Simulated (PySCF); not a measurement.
Ligands exchanged one at a time, Al Br-SiH3. All species are isolated molecules in the gas phase. Strings in code marks are SMILES.

The numbers are results of PBE-D3(BJ)/def2-TZVP // B3LYP-D3(BJ)/def2-TZVP in PySCF 2.14.0, not measurements. All candidates: neutral, multiplicity 1. Excitations are Tamm–Dancoff values on a coarser integration grid. The basis has no diffuse functions, so Rydberg states are missing or too high.

```yaml
S1 excitation (TDA): 4.51 eV
HOMO–LUMO gap: 4.25 eV
HOMO: -7.00 eV
```

Task: Identify which member has these values.
A. `[SiH3][Al]([SiH3])[Br]`
B. `[Br][Al]([Br])[Br]`
C. `[SiH3][Al]([Br])[Br]`
D. `[SiH3][Al]([SiH3])[SiH3]`

Result: C, `[SiH3][Al]([Br])[Br]`. The others give `[Br][Al]([Br])[Br]`: 5.04 eV, 4.92 eV, -7.36 eV; `[SiH3][Al]([SiH3])[SiH3]`: 3.12 eV, 2.94 eV, -6.30 eV; `[SiH3][Al]([SiH3])[Br]`: 3.35 eV, 3.16 eV, -6.26 eV
